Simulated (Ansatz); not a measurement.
Job for Ansatz (a quantum-chemistry and plane-wave program): R-r2SCAN/def2-TZVPP on F2GeH3N (SMILES [NH2][GeH]([F])[F]), a point of a torsion scan.

Ansatz 0.2 input:
```yaml
crystal:
  periodic: [false, false, false]
  atoms:
    - {symbol: N, position_ang: [1.13240316, -0.08648817, -0.18284702]}
    - {symbol: Ge, position_ang: [-0.63240409, 0.06600985, 0.02101821]}
    - {symbol: F, position_ang: [-1.11920959, -0.94276175, 1.34056000]}
    - {symbol: F, position_ang: [-1.35992545, -0.77363860, -1.29087565]}
    - {symbol: H, position_ang: [1.72752396, 0.72176544, -0.09698891]}
    - {symbol: H, position_ang: [1.56641582, -0.89103234, 0.24877477]}
    - {symbol: H, position_ang: [-1.31736573, 1.37729777, 0.13761327]}
basis:
  gaussian:
    orbitals: def2-TZVPP
hamiltonian:
  xc: {name: r2SCAN}
scf: {lower_state_search: off}
```

The head of its log:

```
WARN ansatz: RAYON_NUM_THREADS=1 ignored (pool sized by the plan → 1); use --threads N
Functional definition: r2SCAN
these checks for a lower state are left out or cut short: stability, starts, cluster_reference, orbital_swaps, neighbouring_geometries, increment
integrals: 0.09 GiB planned
1002 factors; their error is unknown
mean field: 0.67 GiB planned
mean field evaluation 1: about -63483.0817 eV, gradient 8.1e1 eV
mean field evaluation 2: about -63454.7014 eV, gradient 1.4e2 eV
```

Question: Predict the final total energy.

Answer: -2333.3398 hartree.
